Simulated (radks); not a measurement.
The numbers below are computed, except where a source is named.
Spherical quantum dot in the effective-mass picture: electrons in a well V = -V0 / (1 + exp((r - R)/a)) with V0 = 6.64, R = 5.84, a = 0.52, all in effective atomic units (hartree* = m*/eps^2 hartree, bohr* = eps/m* bohr), one dielectric constant everywhere. Level of theory: non-relativistic Kohn-Sham, LDA (Slater exchange, Perdew-Wang correlation), spin-polarised, spherical densities (a radial shooting solver with Libxc functionals). Levels are named by radial order and angular momentum (1s, 1p, 1d, 2s, ...), and open shells are averaged over m. Results are scaled to m* = 0.045 and eps = 5.5, for which hartree* = 40.48 meV and bohr* = 6.468 nm.

N = 12, configuration 1s2 1p6 1d(up 4, down 0). This is the lowest configuration that the search found. Occupied and some empty levels:

level    occupation  eigenvalue (meV)  <r> (nm)
1s up             1           -144.67     22.20
1s down           1           -143.01     22.00
1p up             3           -140.45     23.56
1p down           3           -138.68     23.50
1d up             4           -133.58     24.74
1d down           0           -131.77     24.74
1f up             0           -124.57     25.75
1f down           0           -122.75     25.79
2s up             0           -121.49     17.34
2s down           0           -120.63     17.32
2p up             0           -110.63     20.27
2p down           0           -109.54     20.22

Energy (meV): total -2345.69, kinetic 158.58, external -3103.0, Hartree 724.66, exchange-correlation -125.89.

Electron density:

r (nm)  n(r) (e/nm^3)
0.971      0.00001224
4.63       0.00001707
8.30       0.00002997
12.0       0.00005373
15.6       0.00008800
19.3        0.0001218
22.9        0.0001304
26.6       0.00009522
30.3       0.00004041
33.9        8.368e-06
37.6        7.712e-07
41.3        3.565e-08
44.9        1.106e-09
48.6        2.945e-11
